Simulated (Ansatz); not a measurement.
Calculated with Ansatz (gas phase, PBE0-D4/def2-TZVP geometries, no zero-point term in ΔE). CCSD(T)/CBS is the MP2 limit (def2-TZVPP, def2-QZVPP) plus CCSD(T) − MP2 in def2-TZVPP, frozen cores. This one scheme is used for every species. For Ge outer-core shells are correlated without core-valence functions, which leaves a few kJ/mol of doubt a bond. Scalar relativity is left out up to krypton. One conformer a species, not always the lowest.

`[OH][Ge]([OH])([SH])[Cl]` + H₂ → `[OH][GeH]([OH])[Cl]` + H₂S  (hydrogenolysis of a Ge–S bond)

```tsv
species	CCSD(T)/CBS(def2) energy (Eh)
`[OH][Ge]([OH])([SH])[Cl]`	-3085.94909
H₂	-1.17544
`[OH][GeH]([OH])[Cl]`	-2688.14170
H₂S	-398.97279
```

Problem. Work out ΔE.

Solution. ΔE = (-2688.14170) + (-398.97279) − (-3085.94909) − (-1.17544) = 0.01004 Eh = +26.4 kJ/mol.

Problem. What do rigid-rotor, harmonic-oscillator terms from PBE0-D4/def2-TZVP frequencies (298.15 K, 1 bar) make of the CCSD(T)/CBS value? (An estimate is asked.)

Solution. The calculation gave: ΔZPE = +9.5 kJ/mol, ΔH = +31.3 kJ/mol, ΔS = 16 J/(mol·K), ΔG = +26.5 kJ/mol. Modes under 50 cm⁻¹ make the entropy rough.

Largest T1 diagnostic among the species: 0.011.

At CCSD(T), def2-SVP lies −12.3 kJ/mol from the extrapolated value and def2-TZVPP −1.7 kJ/mol. The D4 term adds +12.3 kJ/mol with B3LYP and +6.7 kJ/mol with PBE0; it sums over pairs of atoms, weighted by their polarisabilities, and B3LYP, whose exchange is more repulsive, gets the larger term.

B3LYP here is the variant with VWN-RPA as its local correlation; programs differ in this.
